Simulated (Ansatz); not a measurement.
# BFH7NSi2: structure from calculated spectroscopic constants

These gas-phase data were calculated for one isomer of BFH7NSi2 at PBE0-D3(BJ)/pcseg-1 (harmonic, unscaled wavenumbers; equilibrium rotational constants with average atomic masses):

```
rotational constants            : 3.919, 2.256, 1.482 GHz
all wavenumbers above 1500 cm⁻¹ : 2690, 2283, 2278, 2274, 2264, 2258, 2255
```

Candidates:

(1) `FBN[SiH2][SiH3]`, a singlet
(2) `BN([SiH3])[SiH2]F`, a singlet
(3) `FBN([SiH3])[SiH3]`, a singlet

Question: Assign the data to one candidate and say why.

Answer: Candidate (3). No mode falls between 3250 and 3800 cm⁻¹, where the N–H stretch of (1) would stand. 1 mode lies between 2350 and 2900 cm⁻¹, one for each B–H bond, while (2) has 2.

The same quantities for all candidates:

```tsv
	rotational constants (GHz)	wavenumbers above 1500 cm⁻¹	E above the lowest, PBE0-D3(BJ)/pcseg-1 (kcal/mol)
(1)	7.482, 1.107, 1.018	3577, 2692, 2270, 2251, 2243, 2236, 2229	5.4
(2)	4.581, 2.064, 1.636	2684, 2595, 2325, 2298, 2281, 2275, 2266	5.6
(3)	3.919, 2.256, 1.482	2690, 2283, 2278, 2274, 2264, 2258, 2255	0.0
```

Harmonic stretches to hydrogen usually lie a few per cent above observed fundamentals. Each candidate is one conformer. Programs: Ansatz 0.2.0.
